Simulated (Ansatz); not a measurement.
Geometry optimisation, RKS PBE/def2-SVP in Ansatz.

Input file:

```yaml
crystal:
  periodic: [false, false, false]
  atoms:
    - { symbol: Ta, position_ang: [0.0, 0.0, 0.0] }
    - { symbol: F, position_ang: [2.28, 0.0, 0.0] }
    - { symbol: F, position_ang: [0.0, 0.0, 1.93] }
    - { symbol: Cl, position_ang: [0.0, 0.0, -2.47] }
    - { symbol: F, position_ang: [-0.965, 1.6714, 0.0] }
    - { symbol: Cl, position_ang: [-1.235, -2.139, 0.0] }
    - { symbol: O, position_ang: [0.7315, -1.9161, -1.0843] }
    - { symbol: Al, position_ang: [0.5461, -3.5742, -0.4639] }
    - { symbol: H, position_ang: [0.5528, -4.7818, -1.4514] }
    - { symbol: H, position_ang: [0.3768, -3.8196, 1.0674] }
    - { symbol: H, position_ang: [1.9139, -1.1338, -0.6416] }
basis:
  gaussian: { orbitals: def2-SVP }
hamiltonian:
  xc: pbe
relax:
  f_tol: 0.15
  max_steps: 25
  restrain:
    - { distance: [0, 6], at: 2.02, k: 30.0 }
    - { distance: [10, 1], at: 0.92, k: 30.0 }
    - { distance: [0, 1], at: 3.13, k: 30.0 }
    - { distance: [10, 6], at: 2.21, k: 30.0 }
output:
  orbitals: {}
```

Launched with:

```bash
$ ansatz run input.yaml --threads 4 --pin off --max-ram 5120MiB --backend cpu --events-out ev --progress --plain --runs-dir out
```

Task: Where does it end, and by what steps?

Result: The run converged. The restraints hold the end off the free minimum; the threshold counts their pulls, which the force column leaves out. Restrained pairs: Ta1–O7 (2.32 → 1.94 Å), F2–H11 (1.35 → 0.93 Å), Ta1–F2 (2.28 → 3.13 Å), O7–H11 (1.49 → 2.21 Å). After 23 steps the energy has fallen by 4.697 eV (the restraints' own energy left out); F5 moved furthest, 1.98 Å.

```csv
step,energy less start (eV),largest force component (eV/Å),accepted
0,0.0000,6.454,yes
1,0.1747,5.052,yes
2,-0.2348,5.312,yes
3,-1.4315,3.709,yes
4,-2.6265,1.898,yes
5,-3.3756,1.443,yes
6,-3.7657,1.331,yes
7,-3.9996,0.999,yes
8,-4.0933,1.095,yes
9,-4.1538,1.178,yes
10,-4.1962,1.489,yes
11,-4.3292,1.391,yes
12,-4.4291,1.795,yes
13,-4.4683,1.867,yes
14,-4.4912,1.597,yes
15,-4.5093,2.054,yes
16,-4.5238,1.967,yes
17,-4.5542,1.951,yes
18,-4.5705,1.915,yes
19,-4.5831,2.069,no
20,-4.6295,1.882,yes
21,-4.6608,1.944,yes
22,-4.6919,2.075,yes
23,-4.6974,2.116,yes
```

```xyz
11
Properties=species:S:1:pos:R:3
Ta -0.180 -0.291 -0.124
F 2.826 -0.245 -0.978
F 0.790 0.979 0.852
Cl -0.125 0.676 -2.204
F -1.700 0.077 0.910
Cl -1.674 -2.186 -1.015
O 0.904 -1.846 0.283
Al 0.122 -3.475 -0.143
H 0.837 -4.144 -1.400
H -0.411 -4.224 1.155
H 2.814 -1.014 -0.449
```

Time of the run: 85 s on 4 threads of Arm Neoverse V1, on a shared host, peak memory 0.26 GiB.
